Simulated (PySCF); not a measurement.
## Ionisation energy of Fe by level of theory

Fe [Ar] 3d6 4s2 (5D) → Fe⁺ [Ar] 3d6 4s1 (6D), as a difference of total energies. Computed with PySCF 2.14 in def2-TZVPPD (6s6p4d2f1g, 67 functions), with no relativity, point nucleus. Correlated levels: valence: [Ar] frozen. The calculations carry no spin-orbit coupling.

| method | ionisation energy (eV) |
| --- | --- |
| UHF | 6.368 |
| MP2 (valence) | 7.352 |
| SCS-MP2 (valence) | 7.523 |
| CCSD (valence) | 7.561 |
| CCSD(T) (valence) | 7.643 |

Problem. How much does correlation contribute at CCSD(T) (valence)?

Solution. 7.643 − (6.368) = 1.275 eV, measured against UHF.

These non-relativistic numbers lack the scalar-relativistic shift.

Errors of the correlated levels include the incompleteness of this basis and the frozen core.

For comparison: 7.904 eV (measured; NIST levels, between the centres of gravity of the two terms).
